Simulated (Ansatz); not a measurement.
The same path of C2H8BN (12 atoms, charge 0, multiplicity 1) was run twice with different band settings. The coordinate that changes most is the dihedral H6–B1–C2–N3.

These are results of RKS PBE0-D4/STO-3G (Ansatz 0.2.0), not measurements.

Relaxed end points:

```xyz
12
Properties=species:S:1:pos:R:3
B -1.306 1.618 0.048
C -0.441 0.405 -0.427
N 0.678 0.019 0.501
C 1.227 -1.316 0.097
H -2.074 2.098 -0.699
H -1.239 2.027 1.147
H -0.002 0.622 -1.419
H -1.153 -0.434 -0.619
H 0.225 -0.137 1.441
H 1.715 -1.216 -0.885
H 0.463 -2.114 0.019
H 1.985 -1.627 0.831
```

```xyz
12
Properties=species:S:1:pos:R:3
B -1.308 1.615 0.049
C -0.437 0.408 -0.429
N 0.681 0.021 0.499
C 1.226 -1.317 0.097
H -1.247 2.018 1.151
H -2.073 2.099 -0.698
H 0.002 0.628 -1.420
H -1.148 -0.432 -0.624
H 0.227 -0.133 1.439
H 1.713 -1.221 -0.885
H 0.458 -2.112 0.021
H 1.983 -1.630 0.832
```

Common settings: movable images 7; climbing image yes; spring 5.0 eV/Å²; optimiser quadratic models (default); start path through a guess of the saddle point; iteration limit 60; end points relaxed.

| run | force threshold |
| --- | --- |
| 1 | 0.05 eV/Å |
| 2 | 0.5 eV/Å |

Task: What does each run give, and how far can it be trusted?

Result: Run 1: converged after 19 iterations, highest image 0.142 eV above the first end. The profile has 2 maxima (images 4, 7) with wells between them (image 5): this band takes more than one step, which may be the mechanism or a detour left from its start path. A vibrational analysis at the climbing image gives one clearly imaginary mode, 222i cm⁻¹: a first-order saddle point.
Run 2: converged after 9 iterations, highest image 0.139 eV above the first end. The threshold of 0.5 eV/Å is loose, so the images may lie well off the minimum-energy path. Another band between the same ends (7 images) ends at a top of the same energy, where a vibrational analysis finds 1 clearly imaginary mode.
Limits of this set-up: minimal basis.
